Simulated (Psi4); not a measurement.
P, charge +2, quartet (a state made from the parent by changing its charge; the spin is typed, not shown lowest); MP2/6-31G** run with Psi4 1.11.

Psi4 was given this input:
```
memory 2 GB

molecule {
2 4
P     0.00000000    0.00000000    0.00000000
}

set {
  basis 6-31g**
  reference uhf
}

energy('mp2')
print_variables()
```

Question: Write the output that Psi4 gives for this input, abridged.

Answer: 
```
    SCF Algorithm Type (re)set to DF.

   => Loading Basis Set <=

    Name: 6-31G**
    Role: ORBITAL
    Keyword: BASIS

         ---------------------------------------------------------
                                   SCF
               by Justin Turney, Rob Parrish, Andy Simmonett
                          and Daniel G. A. Smith
                              UHF Reference
         ---------------------------------------------------------

  ==> Geometry <==

    Molecular point group: d2h
    Geometry (in Angstrom), charge = 2, multiplicity = 4:

       Center              X                  Y                   Z               Mass
    ------------   -----------------  -----------------  -----------------  -----------------
         P            0.000000000000     0.000000000000     0.000000000000    30.973761998420

  Running in d2h symmetry.

  Rotational constants: A = ************  B = ************  C = ************ [cm^-1]
  Rotational constants: A = ************  B = ************  C = ************ [MHz]
  Nuclear repulsion =    0.000000000000000

  Charge       = 2
  Multiplicity = 4
  Electrons    = 13
  Nalpha       = 8
  Nbeta        = 5

  ==> Algorithm <==

  SCF Algorithm Type is DF.
  DIIS enabled.
  MOM disabled.
  Fractional occupation disabled.
  Guess Type is CORE.
  Energy threshold   = 1.00e-08
  Density threshold  = 1.00e-08
  Integral threshold = 1.00e-12

  ==> Primary Basis <==

  Basis Set: 6-31G**
    Blend: 6-31G**
    Number of shells: 8
    Number of basis functions: 19
    Number of Cartesian functions: 19
    Spherical Harmonics?: false
    Max angular momentum: 2

   => Loading Basis Set <=

    Name: (6-31G** AUX)
    Role: JKFIT
    Keyword: DF_BASIS_SCF

  ==> Integral Setup <==

  SCF_SUBTYPE=INCORE selected. In-core MEM_DF algorithm will be used.
  Using in-core AOs.

  ==> MemDFJK: Density-Fitted J/K Matrices <==

    J tasked:                   Yes
    K tasked:                   Yes
    wK tasked:                   No
    Algorithm:                 Core
    Schwarz Cutoff:           1E-12
    Mask sparsity (%):       0.0000
    Fitting Condition:        1E-10

   => Auxiliary Basis Set <=

  Basis Set: (6-31G** AUX)
    Blend: CC-PVDZ-JKFIT
    Number of shells: 36
    Number of basis functions: 130
    Number of Cartesian functions: 130
    Spherical Harmonics?: false
    Max angular momentum: 3

  Minimum eigenvalue in the overlap matrix is 1.2344829550E-02.
  Reciprocal condition number of the overlap matrix is 3.5434943153E-03.
    Using symmetric orthogonalization.

  ==> Pre-Iterations <==

  SCF Guess: Core (One-Electron) Hamiltonian.

   -------------------------------------------------------
    Irrep   Nso     Nmo     Nalpha   Nbeta   Ndocc  Nsocc
   -------------------------------------------------------
     Ag         7       7       3       2       2       1
     B1g        1       1       0       0       0       0
     B2g        1       1       0       0       0       0
     B3g        1       1       0       0       0       0
     Au         0       0       0       0       0       0
     B1u        3       3       2       1       1       1
     B2u        3       3       1       1       1       0
     B3u        3       3       2       1       1       1
   -------------------------------------------------------
    Total      19      19       8       5       5       3
   -------------------------------------------------------

  ==> Iterations <==

                           Total Energy        Delta E     RMS |[F,P]|

   @DF-UHF iter   1:  -336.82284346579547   -3.36823e+02   3.59877e-01 ADIIS
   @DF-UHF iter   2:  -339.39977707083665   -2.57693e+00   2.89057e-02 ADIIS/DIIS
   @DF-UHF iter   3:  -339.42079066472076   -2.10136e-02   3.28897e-03 ADIIS/DIIS
   @DF-UHF iter   4:  -339.42133747693640   -5.46812e-04   3.85645e-04 ADIIS/DIIS
   @DF-UHF iter   5:  -339.42134853768323   -1.10607e-05   2.24383e-05 DIIS
   @DF-UHF iter   6:  -339.42134857484365   -3.71604e-08   2.44402e-06 DIIS
   @DF-UHF iter   7:  -339.42134857527941   -4.35762e-10   2.29436e-07 DIIS
   @DF-UHF iter   8:  -339.42134857528276   -3.35376e-12   1.47550e-08 DIIS
   @DF-UHF iter   9:  -339.42134857528288   -1.13687e-13   1.54842e-09 DIIS
  Energy and wave function converged.

  ==> Post-Iterations <==

   @Spin Contamination Metric:   2.225068259E-05
   @S^2 Expected:                3.750000000E+00
   @S^2 Observed:                3.750022251E+00
   @S   Expected:                1.500000000E+00
   @S   Observed:                1.500000000E+00

    Orbital Energies [Eh]
    ---------------------

    Alpha Occupied:

       1Ag   -80.926508     2Ag    -8.450449     1B3u   -6.351536
       1B1u   -6.351536     1B2u   -6.335809     3Ag    -1.602401
       2B1u   -1.159212     2B3u   -1.159212

    Alpha Virtual:

       2B2u   -0.745578     4Ag    -0.227981     3B3u   -0.143282
       3B1u   -0.143282     3B2u   -0.130168     1B2g    0.032603
       5Ag     0.032603     1B3g    0.059989     1B1g    0.059989
       6Ag     0.071158     7Ag     2.911713

    Beta Occupied:

       1Ag   -80.890033     2Ag    -8.392930     1B2u   -6.312799
       1B3u   -6.287251     1B1u   -6.287251

    Beta Virtual:

       3Ag    -0.879264     2B2u   -0.601448     2B1u   -0.545245
       2B3u   -0.545245     4Ag    -0.160110     3B2u   -0.091982
       3B3u   -0.057549     3B1u   -0.057549     5Ag     0.201042
       1B3g    0.215214     1B1g    0.215214     1B2g    0.266493
       6Ag     0.266493     7Ag     2.997479

    Final Occupation by Irrep:
             Ag   B1g   B2g   B3g    Au   B1u   B2u   B3u
    DOCC [     2,    0,    0,    0,    0,    1,    1,    1 ]
    SOCC [     1,    0,    0,    0,    0,    1,    0,    1 ]
    NA   [     3,    0,    0,    0,    0,    2,    1,    2 ]
    NB   [     2,    0,    0,    0,    0,    1,    1,    1 ]

  @DF-UHF Final Energy:  -339.42134857528288

   => Energetics <=

    Nuclear Repulsion Energy =              0.0000000000000000
    One-Electron Energy =                -458.3357691754239340
    Two-Electron Energy =                 118.9144206001410851
    Total Energy =                       -339.4213485752828774

  UHF NO Occupations:
  HONO-2 :    2B1u 1.0000000
  HONO-1 :    2B3u 1.0000000
  HONO-0 :    3 Ag 1.0000000
  LUNO+0 :    4 Ag 0.0000057
  LUNO+1 :    2B2u 0.0000051
  LUNO+2 :    3B1u 0.0000002
  LUNO+3 :    3B3u 0.0000002

Computation Completed

Properties will be evaluated at   0.000000,   0.000000,   0.000000 [a0]

Properties computed using the SCF density matrix

 Multipole Moments:

 ------------------------------------------------------------------------------------
     Multipole            Electronic (a.u.)      Nuclear  (a.u.)        Total (a.u.)
 ------------------------------------------------------------------------------------

 L = 1.  Multiply by 2.5417464519 to convert [e a0] to [Debye]
 Dipole X            :          0.0000000            0.0000000            0.0000000
 Dipole Y            :          0.0000000            0.0000000            0.0000000
 Dipole Z            :          0.0000000            0.0000000            0.0000000
 Magnitude           :                                                    0.0000000

 ------------------------------------------------------------------------------------

  //>>>>>>>>>>>>>>>>>>>>>>>>>>>>>>>>>>>//
  //               DFMP2               //
  //<<<<<<<<<<<<<<<<<<<<<<<<<<<<<<<<<<<//

   => Loading Basis Set <=

    Name: (6-31G** AUX)
    Role: RIFIT
    Keyword: DF_BASIS_MP2

	 --------------------------------------------------------
	                          DF-MP2
	      2nd-Order Density-Fitted Moller-Plesset Theory

	        Rob Parrish, Justin Turney, Andy Simmonett,
	           Ed Hohenstein, and C. David Sherrill
	 --------------------------------------------------------

	 --------------------------------------------------------
	                 NBF =    19, NAUX =    76
	 --------------------------------------------------------
	   CLASS    FOCC     OCC    AOCC    AVIR     VIR    FVIR
	   ALPHA       0       8       8      11      11       0
	    BETA       0       5       5      14      14       0
	 --------------------------------------------------------

	-----------------------------------------------------------
	 ==================> DF-MP2 Energies <====================
	-----------------------------------------------------------
	 Reference Energy          =    -339.4213485752828774 [Eh]
	 Singles Energy            =      -0.0000000000000000 [Eh]
	 Same-Spin Energy          =      -0.0100466025725692 [Eh]
	 Opposite-Spin Energy      =      -0.0064568567045748 [Eh]
	 Correlation Energy        =      -0.0165034592771440 [Eh]
	 Total Energy              =    -339.4378520345600236 [Eh]
	-----------------------------------------------------------
	 ================> DF-SCS-MP2 Energies <==================
	-----------------------------------------------------------
	 SCS Same-Spin Scale       =       0.3333333333333333 [-]
	 SCS Opposite-Spin Scale   =       1.2000000000000000 [-]
	 SCS Same-Spin Energy      =      -0.0033488675241897 [Eh]
	 SCS Opposite-Spin Energy  =      -0.0077482280454898 [Eh]
	 SCS Correlation Energy    =      -0.0110970955696795 [Eh]
	 SCS Total Energy          =    -339.4324456708525304 [Eh]
	-----------------------------------------------------------

  Variable Map:
  ----------------------------------------------------------------------------
  "CURRENT CORRELATION ENERGY"           =>      -0.016503459277
  "CURRENT ENERGY"                       =>    -339.437852034560
  "CURRENT REFERENCE ENERGY"             =>    -339.421348575283
  "CUSTOM SCS-MP2 CORRELATION ENERGY"    =>      -0.011097095570
  "CUSTOM SCS-MP2 TOTAL ENERGY"          =>    -339.432445670853
  "DD SOLVATION ENERGY"                  =>       0.000000000000
  "HF KINETIC ENERGY"                    =>     339.103566467138
  "HF POTENTIAL ENERGY"                  =>    -678.524915042421
  "HF TOTAL ENERGY"                      =>    -339.421348575283
  "HF VIRIAL RATIO"                      =>       2.000937124052
  "MP2 CORRELATION ENERGY"               =>      -0.016503459277
  "MP2 DOUBLES ENERGY"                   =>      -0.016503459277
  "MP2 OPPOSITE-SPIN CORRELATION ENERGY" =>      -0.006456856705
  "MP2 SAME-SPIN CORRELATION ENERGY"     =>      -0.010046602573
  "MP2 SINGLES ENERGY"                   =>      -0.000000000000
  "MP2 TOTAL ENERGY"                     =>    -339.437852034560
  "NUCLEAR REPULSION ENERGY"             =>       0.000000000000
  "ONE-ELECTRON ENERGY"                  =>    -458.335769175424
  "PCM POLARIZATION ENERGY"              =>       0.000000000000
  "PE ENERGY"                            =>       0.000000000000
  "SCF ITERATION ENERGY"                 =>    -339.421348575283
  "SCF ITERATIONS"                       =>       9.000000000000
  "SCF TOTAL ENERGY"                     =>    -339.421348575283
  "SCS-MP2 CORRELATION ENERGY"           =>      -0.011097095570
  "SCS-MP2 TOTAL ENERGY"                 =>    -339.432445670853
  "TWO-ELECTRON ENERGY"                  =>     118.914420600141

  Array Variable Map:
  ----------------------------------------------------------------------------
  "CURRENT DIPOLE"                       =>       0.000000000000 ... 0.000000000000 1 by 3
  "SCF DIPOLE"                           =>       0.000000000000 ... 0.000000000000 1 by 3
  "SCF TOTAL ENERGIES"                   =>    -336.822843465795 ... -339.421348575283 1 by 9
```
